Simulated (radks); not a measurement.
Species: W18+. Configuration: [Kr] 4d10 4f10. Method: scalar-relativistic Kohn-Sham, PBE, spin-polarised, spherical densities, finite nucleus; open shells are filled with parallel spins first (spin-orbit coupling, left out, can overturn this in heavy ions); Fermi nuclear charge, rms radius 5.3658 fm; computed with a radial shooting solver on a logarithmic mesh with Libxc functionals.

X-ray form factor f0, the Fourier transform of the density (f0(0) = 56):

| sin(theta)/lambda (1/angstrom) | f0 (electrons) |
|---|---|
| 0.05 | 55.842 |
| 0.1 | 55.372 |
| 0.15 | 54.604 |
| 0.2 | 53.557 |
| 0.25 | 52.260 |
| 0.3 | 50.744 |
| 0.4 | 47.209 |
| 0.5 | 43.258 |
| 0.6 | 39.187 |
| 0.8 | 31.600 |
| 1 | 25.588 |
| 1.25 | 20.513 |
| 1.5 | 17.437 |
| 2 | 13.850 |
